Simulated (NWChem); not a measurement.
**Correlation energy of H2B**

SMILES: [BH2]
```xyz
3

B      0.0000     0.0000     0.1478
H      1.0882     0.0000    -0.3696
H     -1.0882     0.0000    -0.3696
```
Charge 0, spin multiplicity 2.

Everything below was run with NWChem. The geometry was optimised at UPBE0/def2-SVP, a minimum by its harmonic frequencies.

Basis set: def2-TZVP. Each correlation energy counts from its own Hartree-Fock reference.

The correlated methods keep 1 core orbital frozen. The structure started from a generated list of species. The unpaired electrons of the parent sit in orbitals of symmetry a1 (C2v labels of the run); other states weren't searched. No SCF solution was tested for a lower state. Open-shell Hartree-Fock references start from PBE0 orbitals. No row is a measurement; the coupled-cluster row has its own basis-set and correlation limits.

For the correlation energy, CCSD on ROHF gives -98.4 mHa and CCSDT on ROHF gives -100.7 mHa. What do CCSD(T) on UHF, CCSD(T) on ROHF, UMP2 give?

CCSD(T) on UHF: -98.9 mHa; CCSD(T) on ROHF: -100.3 mHa; UMP2: -77.6 mHa.
